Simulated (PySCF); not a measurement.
## Removal energies of Pd²⁸⁺ from EOM-IP-GCCSD

Reference: closed-shell Pd²⁸⁺, [Ar]; one electron is removed. Calculated with PySCF 2.14, two-component X2C-1e with screened spin-orbit coupling, an uncontracted even-tempered set (19 s from 1.4 bohr⁻², ratio 2.6; 14 p from 1.9 bohr⁻², ratio 2.6; 6 d from 1.9 bohr⁻², ratio 2.8; 3 f from 36 bohr⁻², ratio 2.8); frozen [Ne]; the 64 highest virtual spinors dropped; of the others 50 kept and the rest restored at second order. No Breit or QED terms. Binding energies in eV.

```csv
level,Koopmans,second order,EOM-CCSD
3s1/2,1788.9,1775.8,1766.7
3p1/2,1682.7,1682.8,1682.9
3p3/2,1645.6,1645.9,1646.2
```

In EOM-CCSD the overlap with the one-orbital guess is low for 3s1/2 (weight 0.65). That can mean mixing with two-hole, one-particle states, where second order and EOM-CCSD lose accuracy, or only a rotation among the degenerate components of the shell; the terms of those configurations are not listed.

For comparison, the ionisation energy of Pd²⁸⁺ is 1644 ± 5 eV (semi-empirical (NIST evaluation); NIST Atomic Spectra Database, ionization energies).
